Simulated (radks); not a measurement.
Question: These are the eigenvalues of the occupied orbitals of an atom or ion with whole-number occupations (eV). All-electron calculation, Dirac Kohn-Sham, PBE, spin-unpolarised, spherical densities, point nucleus. Program: a radial shooting solver on a logarithmic mesh with Libxc functionals.

1s1/2: -88534.21
2s1/2: -19974.01
2p1/2: -19440.33
2p3/2: -17447.64
3s1/2: -8013.081
3p1/2: -7816.591
3p3/2: -7285.977

Which element is it, and in what charge state? The configuration may be excited. Open shells, if any, fill j = l - 1/2 first.

Answer: Z = 80, mercury, charge +65: Hg65+ in [Ne] 3s2 3p3. The list shows which subshells hold electrons but not how many an open one holds; the 1s level, -3253.6 hartree, gives Z - s = 80.7 by -(Z - s)^2/2, which with screening and relativity narrows Z to a few neighbours, and the depths of the outer levels then fix element, charge and occupations together.
